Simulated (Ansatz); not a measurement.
System: CBrCl3, charge 0, singlet. CBrCl3 (SMILES ClC(Cl)(Cl)Br).
B3LYP-D3(BJ)/def2-TZVP minimum from Ansatz (a program for electronic structure):
```
C
Cl 1 1.7751
Cl 1 1.7751 2 109.69
Cl 1 1.7751 2 109.69 3 120.54
Br 1 1.9673 2 109.25 3 -119.73
```

Atomisation energy term by term, kcal/mol (programs: Ansatz). Open shells are spin-unrestricted; no spin-orbit coupling. Cores are frozen in correlated methods (noble-gas shells, and filled d and f shells in the p block). No relativity. CBS(X,Y): correlation extrapolated as X^-3, Hartree-Fock from the larger set. A bracket is a step between two methods taken in the basis named. Spin-orbit terms, left out, reach several kcal/mol for Br and I, and more for heavier atoms.

```csv
term,basis,kcal/mol
Hartree-Fock,def2-QZVPP,166.53
CCSD correlation,"CBS(def2-TZVPP,def2-QZVPP)",118.23
(T),"CBS(def2-TZVPP,def2-QZVPP)",16.48
CCSDT(Q) - CCSD(T),def2-SVP,0.52
sum: De,,301.8
```
